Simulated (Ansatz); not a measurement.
## Energy profile

The step: CH₅GaS ([CH3][GaH][SH]) → GaHS ([S][GaH]) + CH₄; bonds formed: C2–H4; bonds broken: Ga1–C2, S3–H4 (atoms numbered as in the saddle structure below).

```xyz
8
angstrom
Ga -1.2447 0.1209 0.4468
C 0.8811 0.0680 -0.0450
S -1.8043 -0.9231 -1.2933
H -0.1660 -0.4959 -0.8450
H -1.4795 0.8543 1.7868
H 1.2609 -0.4168 0.8582
H 1.0962 1.1397 -0.0267
H 1.4564 -0.3471 -0.8819
```

Electronic energies by CCSD(T) at an estimated basis limit (MP2 extrapolated from triple and quadruple zeta, plus CCSD(T) − MP2 in triple zeta), on PBE0-D4/def2-TZVP structures; CH5GaS, singlet; no counterpoise correction. Computed with Ansatz 0.2.0 (basis: def2-TZVPP and def2-QZVPP); correlated methods freeze the cores. Filled d shells of the heavier atoms are correlated. The def2 sets are not built for correlating such inner shells, so the correlated values are less sure here. Extrapolation: Hartree–Fock as exp(−7.88 √X), correlation as X^−2.97.

Problem. Give the profile in kJ/mol, counted from the start structure. (Judge from chemistry; the value comes from the calculation.)

Solution. The calculation gives:
```json
{"point": "start structure", "kJ/mol": "0.0"}
{"point": "saddle", "kJ/mol": "216.8"}
{"point": "end structure", "kJ/mol": "53.0"}
{"point": "separated: GaHS (linked as [S][GaH]; Ga1, S3, H5; singlet) + CH4 (C2, H4, H6, H7, H8; singlet)", "kJ/mol": "59.6"}
```

The T1 diagnostic stays at or below 0.019.

For scale, one of the runs: CCSD(T)/def2-TZVPP, 191 basis functions, launched by `ansatz run in.yaml --threads 4 --pin off --events-out ev --progress --plain --max-ram 9574MiB`. Hardware: 4 CPU threads of an Intel Xeon, shared host. Wall time 2.1 min; peak host memory 2 GiB.
